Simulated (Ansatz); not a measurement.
CH4ClFGe, SMILES `[CH3][GeH]([F])[Cl]`. Total charge 0; spin multiplicity 1.

Z-matrix (Å, degrees):
```
C
Ge 1 1.926
H 1 1.090 2 110.0
H 1 1.091 2 109.7 3 120.4
H 1 1.090 2 109.0 3 -119.8
F 2 1.735 1 107.6 3 177.3
Cl 2 2.143 1 109.9 3 62.8
H 2 1.532 1 118.5 3 -62.1
```

Task: What are the harmonic wavenumbers in cm⁻¹ at PBE0-D4/def2-TZVP (Ansatz, finite differences of forces, unscaled)? (Best estimate.)

Result: Computed: 113, 159, 195, 209, 430, 628, 669, 694, 721, 824, 852, 1269, 1445, 1447, 2189, 3070, 3166, 3172.

Task: Is this a minimum?

Result: Yes, all 18 modes are real.

Task: Give the ideal-gas thermochemistry at 298.15 K and 1 bar (rigid rotor, harmonic oscillator; point group C1, symmetry number 1).

Result: Zero-point energy 127.1 kJ/mol; H(298) − E = 145.9 kJ/mol; entropy 335.5 J/(mol·K), of which translation 170.8, rotation 111.9, vibration 52.9; G(298) − E = 45.9 kJ/mol.

Task: Rotational constants (cm⁻¹)?

Result: 0.1731, 0.09348, 0.0712.
